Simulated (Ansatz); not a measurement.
Species: C₃H₉B, SMILES `CB(C)C` (charge 0, multiplicity 1).

### Question
Give a relaxed geometry from CAM-B3LYP-D3(BJ)/def2-TZVP run with Ansatz (a first-principles code).

### Answer
the end point of this relaxation (outside a Z-matrix the atoms follow the SMILES, hydrogens last).
Z-matrix (Å, degrees):
```
B
C 1 1.5666
H 2 1.0906 1 114.52
H 2 1.0915 3 109.36 1 -128.65
H 2 1.0982 3 106.54 4 -113.79
C 1 1.5667 2 119.86 3 18.03
H 6 1.0907 1 114.75 2 159.12
H 6 1.0918 7 109.38 1 128.83
H 6 1.0984 7 106.64 8 113.75
C 1 1.5676 2 120.55 3 -163.67
H 10 1.0901 1 115.16 2 17.29
H 10 1.0927 11 109.11 1 -127.43
H 10 1.0976 11 107.23 12 -113.38
```
